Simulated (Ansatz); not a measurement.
Job for Ansatz (a first-principles code): R-PBE0/def2-TZVPPD on C2H6Si (a complex), monomers drawn apart or pushed together. Files ending in .json are basis or fitting sets from the Basis Set Exchange.

Ansatz 0.2 input:
```yaml
crystal:
  periodic: [false, false, false]
  atoms:
    - {symbol: Si, position_ang: [-0.29028373, -0.03819168, 0.13972223]}
    - {symbol: H, position_ang: [-0.54334832, -0.04653378, -1.32105871]}
    - {symbol: H, position_ang: [1.09635556, 0.41419037, 0.38738138]}
    - {symbol: H, position_ang: [-0.47525927, -1.40575667, 0.67126502]}
    - {symbol: H, position_ang: [-1.24275235, 0.88783668, 0.79035692]}
    - {symbol: C, position_ang: [1.21749264, 0.09738467, 5.08819386]}
    - {symbol: C, position_ang: [0.03853004, 0.06366930, 5.29100961]}
    - {symbol: H, position_ang: [2.26366449, 0.12769582, 4.90464038]}
    - {symbol: H, position_ang: [-1.00872920, 0.03407787, 5.46847077]}
basis:
  gaussian:
    orbitals: def2-TZVPPD.json
hamiltonian:
  xc: {name: PBE0}
scf: {lower_state_search: off}
```

Output:

```
WARN ansatz: RAYON_NUM_THREADS=1 ignored (pool sized by the plan → 1); use --threads N
Functional definition: PBE0
these checks for a lower state are left out or cut short: stability, starts, cluster_reference, orbital_swaps, neighbouring_geometries, increment
integrals: 0.10 GiB planned
1024 factors; their error is unknown
mean field: 0.96 GiB planned
mean field evaluation 1: about -10037.1302 eV, gradient 4.2e1 eV
mean field evaluation 2: about -10037.3602 eV, gradient 4.0e1 eV
mean field evaluation 4: about -10041.3695 eV, gradient 4.8e-1 eV
mean field evaluation 8: about -10041.3852 eV, gradient 4.5e-1 eV
mean field evaluation 16: about -10041.3854 eV, gradient 2.2e-6 eV
mean field -10041.38544951 eV, -369.0141089740 hartree, gradient 2.3e-6 eV, S^2 0.000000; 0 other end points of the search recorded, 0 dependent functions left out
reference -10041.38548714 eV, -369.0141103567 hartree; 16, 16 occupied and 208, 208 virtual orbitals, 1024 factors
Total energy: -10041.38548714 eV, -369.0141103567 hartree
Checks for a lower state left out: stability, starts, cluster_reference, orbital_swaps, neighbouring_geometries, increment
```

The calculation finished and met its thresholds.

Cost: around 1.8 core-seconds (rough).
